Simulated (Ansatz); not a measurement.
A search over several starts for the lowest SCF solution of the cluster ReSe₂ at the given spin, in a small basis.

```yaml
crystal:
  periodic: [false, false, false]
  atoms:
    - {symbol: Re, position_ang: [-0.442908, -0.754926, -0.004625]}
    - {symbol: Se, position_ang: [-1.271463, 1.252820, 0.088116]}
    - {symbol: Se, position_ang: [1.714371, -0.497894, -0.083491]}
basis:
  gaussian: {orbitals: def2-SVP}
magnetization: {spin_polarized: true, initial_magnetization: 1}
hamiltonian: {xc: pbe0, dispersion: d4}
output: {orbitals: {seedname: orbitals}}
```

```sh
$ ansatz run in.yaml --threads 4 --pin off --events-out ev --progress --plain --max-ram 3916MiB
```

It prints (some lines left out):

```
Functional definition: PBE0
931 factors; integrals over basis functions are off by at most 5.9e-4 eV
mean field evaluation 1: about -132795.6695 eV, gradient 2.0e1 eV
mean field evaluation 2: about -132781.4212 eV, gradient 5.5e1 eV
mean field evaluation 4: about -132797.5273 eV, gradient 1.7e0 eV
mean field evaluation 8: about -132797.6202 eV, gradient 4.1e-1 eV
mean field evaluation 16: about -132797.6719 eV, gradient 5.3e-2 eV
mean field evaluation 32: about -132797.6724 eV, gradient 1.6e-4 eV
mean field evaluation 64: about -132797.1035 eV, gradient 3.6e0 eV
mean field evaluation 96: about -132797.6712 eV, gradient 8.0e-1 eV
mean field -132797.68722273 eV, -4880.2249919301 hartree, gradient 3.0e-6 eV, S^2 1.376164; 13 other end points of the search recorded, 0 dependent functions left out
reference -132797.68724779 eV, -4880.2249928509 hartree; 42, 41 occupied and 54, 55 virtual orbitals, 931 factors
Total energy: -132797.79914658 eV, -4880.2291050557 hartree
```

Hardware: 4 threads of Arm Neoverse V2 on a shared host. Wall time 14 s.

Other converged states that the search met: 0.01 eV higher (⟨S²⟩ = 1.21).

In the def2 sets Re takes a core potential; there is no spin–orbit coupling. The charge 0 doublet is spin-contaminated (final ⟨S²⟩ up to 1.38, 0.75 for a pure state). The structure comes from a short search, and lower isomers may exist.
